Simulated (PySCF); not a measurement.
In(Me)2 (C2H6In), SMILES [CH3][In+][CH3], charge +1. Atoms are numbered in the order given.

```xyz
9

In     0.0000     0.0000     0.0000
C      0.0000     0.0000    -2.1309
H      0.8932     0.5404    -2.4766
H     -0.9146     0.5034    -2.4766
H      0.0214    -1.0438    -2.4766
C      0.0000     0.0000     2.1309
H      0.8932    -0.5404     2.4766
H     -0.9146    -0.5034     2.4766
H      0.0214     1.0438     2.4766
```
Charge +1, spin multiplicity 1.

Geometry: B3LYP-D3(BJ)/def2-SVP. The spin state was assumed, not searched. The isomer is the one that the SMILES or the coordinates give; other isomers of the formula were not compared. The def2 effective core potentials stand for the cores of In; spin–orbit coupling is left out.

All values below come from ωB97X/def2-TZVPD run with PySCF.

Symmetry labels are those of the subgroup C2 that the program uses (full group D3).

Computed valence orbital energies around the gap with their symmetry:
```json
[
 {"orbital": "HOMO−7", "symmetry": "B", "energy (eV)": "-27.11"},
 {"orbital": "HOMO−6", "symmetry": "A", "energy (eV)": "-26.79"},
 {"orbital": "HOMO−5", "symmetry": "B", "energy (eV)": "-19.03"},
 {"orbital": "HOMO−4", "symmetry": "A", "energy (eV)": "-19.03"},
 {"orbital": "HOMO−3", "symmetry": "A", "energy (eV)": "-18.82"},
 {"orbital": "HOMO−2", "symmetry": "B", "energy (eV)": "-18.82"},
 {"orbital": "HOMO−1", "symmetry": "A", "energy (eV)": "-18.58"},
 {"orbital": "HOMO", "symmetry": "B", "energy (eV)": "-15.49"},
 {"orbital": "LUMO", "symmetry": "A", "energy (eV)": "-4.64"},
 {"orbital": "LUMO+1", "symmetry": "B", "energy (eV)": "-4.64"},
 {"orbital": "LUMO+2", "symmetry": "A", "energy (eV)": "-4.07"},
 {"orbital": "LUMO+3", "symmetry": "A", "energy (eV)": "-1.77"}
]
```
